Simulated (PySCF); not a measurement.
Fill in the blanks.

C₅H₇F₃Se.
Structure used (PBE0-D3(BJ)/def2-SVP), in Å, numbered top down from 1:
```xyz
16
C5H7F3Se angstrom
F      2.393   -0.813    1.147
C      2.111   -0.543   -0.133
F      1.576   -1.653   -0.661
F      3.268   -0.322   -0.762
C      1.186    0.640   -0.262
C     -0.129    0.449    0.460
C     -1.143   -0.551   -0.119
C     -2.433    0.238    0.115
Se    -1.432    1.934    0.276
H      1.019    0.824   -1.334
H      1.727    1.510    0.142
H      0.051    0.276    1.532
H     -0.962   -0.674   -1.197
H     -1.113   -1.553    0.339
H     -2.932    0.003    1.066
H     -3.169    0.225   -0.700
```

```json
{"property": "point group", "level": "PBE0-D3(BJ)/def2-SVP", "value": "?"}
{"property": "rotational constants A, B, C", "level": "PBE0-D3(BJ)/def2-SVP", "value": "?"}
{"property": "dipole moment", "level": "B3LYP/def2-SVPD", "value": "?"}
{"property": "HOMO energy", "level": "B3LYP/def2-SVPD", "value": "?"}
{"property": "LUMO energy", "level": "B3LYP/def2-SVPD", "value": "-1.17 eV"}
{"property": "lowest singlet excitation", "level": "TDDFT B3LYP/def2-SVPD", "value": "3.76 eV (330 nm, f = 0.000)"}
{"property": "strongest line among the 6 lowest singlet transitions", "level": "TDDFT B3LYP/def2-SVPD", "value": "S5 at 6.07 eV (204 nm, f = 0.052)"}
{"property": "static isotropic polarisability", "level": "B3LYP/def2-SVPD", "value": "?"}
{"property": "electronic spatial extent ⟨r²⟩ about the centre of nuclear charge", "level": "B3LYP/def2-SVPD", "value": "?"}
```

The electronic properties come from PySCF, for the isolated species, density fitting. The calculation is non-relativistic and has no spin–orbit coupling, an omission that weighs most on selenium.

Task: Give the rotational constants A, B, C.

Result: 2.657, 0.526, 0.484 GHz.

Task: Give the point group.

Result: C1.

Task: What is the HOMO energy?

Result: -6.19 eV.

Task: Give the electronic spatial extent ⟨r²⟩ about the centre of nuclear charge.

Result: 2037 bohr².

Task: What is the static isotropic polarisability?

Result: 88.7 au.

Task: The dipole moment?

Result: 1.51 D.

The principal polarisabilities are 74.9, 89.7 and 101.6 au; their mean is the isotropic value. With B = h/(8π²I), that is 505.379 GHz u Å² over I, the principal moments of inertia are 190.2, 960.0 and 1043.6 u Å² (most abundant isotopes). No computed singlet falls in the visible range (750 to 380 nm, 1.65 to 3.26 eV); S1 lies 0.50 eV above its blue end. The polarisability is 13.15 Å³ as a volume (1 au = 0.148185 Å³), or 0.91 au for each of the 98 electrons. The largest Löwdin shares of the HOMO are 0.74 on Se9, 0.09 on C8 and 0.08 on C6.

One conformer stands for the species.
